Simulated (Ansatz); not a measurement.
The same path of C2H6SeTe (10 atoms, charge 0, multiplicity 1) was run 3 times with different band settings. The coordinate that changes most is the dihedral H8–C2–Se3–H9.

Theory: Ansatz 0.2.0, RKS PBE/def2-SVP.

Relaxed end points:

```xyz
10
Properties=species:S:1:pos:R:3
C -0.163 1.033 0.180
C -0.409 -0.454 -0.016
Se 0.843 -1.621 0.979
Te -0.316 -1.091 -2.126
H 0.863 1.319 -0.124
H -0.885 1.635 -0.410
H -0.285 1.305 1.251
H -1.442 -0.739 0.267
H 0.632 -0.950 2.299
H 1.245 -0.487 -2.297
```

```xyz
10
Properties=species:S:1:pos:R:3
C -0.172 1.262 0.031
C -0.368 -0.242 0.196
Se 0.958 -0.908 1.508
Te -0.370 -1.325 -1.735
H 0.830 1.500 -0.378
H -0.929 1.680 -0.661
H -0.274 1.779 1.011
H -1.377 -0.468 0.592
H 0.524 -2.325 1.431
H 1.261 -1.003 -1.990
```

Common settings: spring 5.0 eV/Å²; optimiser quadratic models (default); start path IDPP; iteration limit 60; end points relaxed.

| run | movable images | climbing image | force threshold |
| --- | --- | --- | --- |
| 1 | 7 | yes | 0.05 eV/Å |
| 2 | 7 | yes | 0.5 eV/Å |
| 3 | 8 | no | 0.05 eV/Å |

**Question.** What does each run give, and how far can it be trusted?

**Answer.** Run 1: converged after 6 iterations, highest image 0.108 eV above the first end. A vibrational analysis at the climbing image gives one clearly imaginary mode, 199i cm⁻¹: a first-order saddle point.
Run 2: converged after 2 iterations, highest image 0.131 eV above the first end. The threshold of 0.5 eV/Å is loose, so the images may lie well off the minimum-energy path. The order of the stationary point at the top wasn't checked.
Run 3: converged after 6 iterations, highest image 0.105 eV above the first end. No image climbed, so the highest image needn't sit at the top of the path.
